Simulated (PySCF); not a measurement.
## Spin–spin couplings to the heavy atom in `Fc1ccc(Br)cc1`, C6H4BrF

Cartesian coordinates in Å; atom numbers follow the order of the lines, from 1:
```xyz
12

F    -2.3674   -0.2296   -0.0716
C    -1.0438   -0.1381   -0.1704
C    -0.2837   -1.3015   -0.1913
C     1.1017   -1.2077   -0.2945
C     1.7035    0.0483   -0.3698
Br    3.5809    0.1743   -0.5025
C     0.9334    1.2111   -0.3490
C    -0.4526    1.1172   -0.2500
H    -0.7833   -2.2697   -0.1281
H     1.7143   -2.1105   -0.3124
H     1.4156    2.1880   -0.4097
H    -1.0808    2.0094   -0.2324
```

Level of theory for the indirect couplings: PBE0/pcJ-1 (dyall-v2z on Br), isolated molecule, finite nuclei, structure from PBE0-D3(BJ)/def2-SVP (PySCF 2.14.0).

Non-relativistic values:
| coupling | atoms | J (Hz) |
| --- | --- | --- |
| 1J(79Br,13C) | Br6 – C5 | -157.6 |
| 2J(79Br,13C) | Br6 – C4/C7 | 6.5 |
| 3J(79Br,13C) | Br6 – C3/C8 | 0.9 |
| 3J(79Br,1H) | Br6 – H10/H11 | 3.5 |
| 4J(79Br,13C) | Br6 – C2 | 1.2 |
| 4J(79Br,1H) | Br6 – H9/H12 | 0.9 |
| 5J(79Br,19F) | Br6 – F1 | 11.3 |

Q: What do scalar relativity and two-component X2C with spin–orbit coupling give?

A: 
| coupling | atoms | scalar (Hz) | with spin–orbit (Hz) |
| --- | --- | --- | --- |
| 1J(79Br,13C) | Br6 – C5 | -187.5 | -170.3 |
| 2J(79Br,13C) | Br6 – C4/C7 | 5.4 | 5.1 |
| 3J(79Br,13C) | Br6 – C3/C8 | -0.2 | 0.5 |
| 3J(79Br,1H) | Br6 – H10/H11 | 2.9 | 3.6 |
| 4J(79Br,13C) | Br6 – C2 | 1.4 | 1.3 |
| 4J(79Br,1H) | Br6 – H9/H12 | 0.8 | 0.9 |
| 5J(79Br,19F) | Br6 – F1 | 11.9 | 11.5 |

The largest listed coupling, 1J(79Br,13C), ends at 1.08 times its non-relativistic value: scalar relativity adds -29.9 Hz and spin–orbit coupling +17.2 Hz. Equivalent partners are averaged, as under fast rotation. Couplings to strongly quadrupolar nuclei (79Br) are seldom resolved in solution.
